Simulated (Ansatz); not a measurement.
Noncovalent pair: HCl (SMILES Cl) (first 2 atoms) with GeH4 (SMILES [GeH4]); geometry from B3LYP-D3(BJ)/def2-TZVP, rigid monomers moved along the line of their centres of mass till H2···H5 is 2.82 Å.
(charge 0, multiplicity 1):
```xyz
7

Cl    -0.4423     0.8932    -0.6411
H     -0.2679     0.0149     0.2811
Ge     0.0904    -0.2376     4.1097
H      0.2499    -1.1588     5.3261
H      0.0897    -1.1102     2.8373
H      1.2621     0.7484     4.0308
H     -1.2391     0.5225     4.1876
```

Monomers are frozen at their geometry in the pair; levels with a basis set take the counterpoise correction.

Cores are frozen in the correlated methods. Filled d and f shells under p-block atoms count as core.

The values were computed with Ansatz (a first-principles code) with Gaussian orbitals. Each number belongs to the level named beside it.

**Question.** What interaction energy does SCS-MP2/def2-SVPD give?

**Answer.** -19 meV

**Question.** What is the computed interaction energy (HF/def2-TZVPPD)?

**Answer.** -4 meV

**Question.** Give the interaction energy at the level r2SCAN/def2-TZVPPD.

**Answer.** -16 meV
